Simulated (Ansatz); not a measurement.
Coupled-cluster diagnostics for SnSe2⁻, Ansatz.

Geometry of the doublet (r2SCAN-D4/def2-TZVPD):

```xyz
3

Sn    1.243   -0.878   -0.426
Se   -0.857   -0.328    1.105
Se   -0.386    1.206   -0.679
```

In the def2 sets Sn takes a core potential; there is no spin–orbit coupling. Correlated methods freeze 22 core orbitals; core or outer-core shells of Sn, Se are correlated, in sets that lack core-valence functions. Another isomer (doublet) lies 0.47 eV lower at PBE0-D4/def2-TZVPD; other spin states weren't run for this one.

(1) Estimate the CCSD(T) correlation energy, the shares of MP2 and (T), T1 and the reference's ⟨S²⟩ for: charge -1, doublet, own geometry in def2-SVPD; and the rough time on 2 threads of Arm Neoverse V2 on a shared host.

Results:

(1) 
```csv
state,basis,correlation (eV),MP2 share (%),(T) share (%),T1,⟨S²⟩ (pure),wall time
"charge -1, doublet, own geometry",def2-SVPD,-16.248,95.3,3.7,0.012,0.77 (0.75),20 s
```
Customary marks for T1 are 0.02 (closed shells), 0.045 (open shells) and about 0.05 (3d metals). T1 stays under 0.02 throughout.
